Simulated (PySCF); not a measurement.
Stepwise substitution at one centre (In CH3-NH2). Gas-phase values, no solvent. One relaxed conformer stands for each flexible species; it need not be the lowest. Strings in code marks are SMILES.

Quantity: redistribution energy (mixed species minus the weighted end members), in eV.

Level 1: ωB97X-D3(BJ)/def2-TZVP // B3LYP-D3(BJ)/def2-TZVP (PySCF)
Level 2: B3LYP/LANL2DZ // B3LYP-D3(BJ)/def2-TZVP (PySCF)
Level 3: PBE/6-31G* (LANL2DZ on In) // B3LYP-D3(BJ)/def2-TZVP (PySCF)
Level 4: SVWN5/6-31G* (LANL2DZ on In) // B3LYP-D3(BJ)/def2-TZVP (PySCF)

```csv
species,level 1,level 2,level 3,level 4
2 of 3 CH3 replaced by NH2: `[CH3][In]([NH2])[NH2]`,-0.135,-0.254,-0.153,-0.172
1 of 3 CH3 replaced by NH2: `[CH3][In]([CH3])[NH2]`,-0.149,-0.302,-0.193,-0.214
```
